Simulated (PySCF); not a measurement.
**C₆ coefficients of unlike pairs at PBE**

Calculated with PySCF 2.14 from the dipole response of each species, C₆(A,B) = (3/π) ∫ α_A(iu) α_B(iu) du, in atomic units, from isotropic polarisabilities. For ions this is the dispersion term alone; charge-induced terms of lower order in 1/R come first.

| species | configuration | basis | relativity | α (bohr³) | C₆ (like pair) |
| --- | --- | --- | --- | --- | --- |
| Te²⁺ | [Kr] 4d10 5s2 5p2 (3P) | aug-cc-pVTZ-PP with ECP28MDF (6s5p4d2f) | core potential | 14.85 | 94.47 |
| Br²⁺ | [Ar] 3d10 4s2 4p3 (4S) | aug-cc-pVTZ-DK (7s6p4d2f) | spin-free X2C | 8.266 | 39.19 |
| Br | [Ar] 3d10 4s2 4p5 (2P) | aug-cc-pwCVTZ-PP with ECP10MDF (8s7p6d4f1g) | core potential | 22.21 | 182.5 |

(1) Estimate C₆ for Br with Te²⁺.

No spin-orbit coupling is included.

The other pairs:

| pair | C₆ |
| --- | --- |
| Br, Br²⁺ | 83.12 |
| Br²⁺, Te²⁺ | 60.36 |

Results:

(1) The integral gives 131.0. The combination rule 2 C_A C_B / (C_A α_B/α_A + C_B α_A/α_B) gives 130.9 and the geometric mean 131.3.
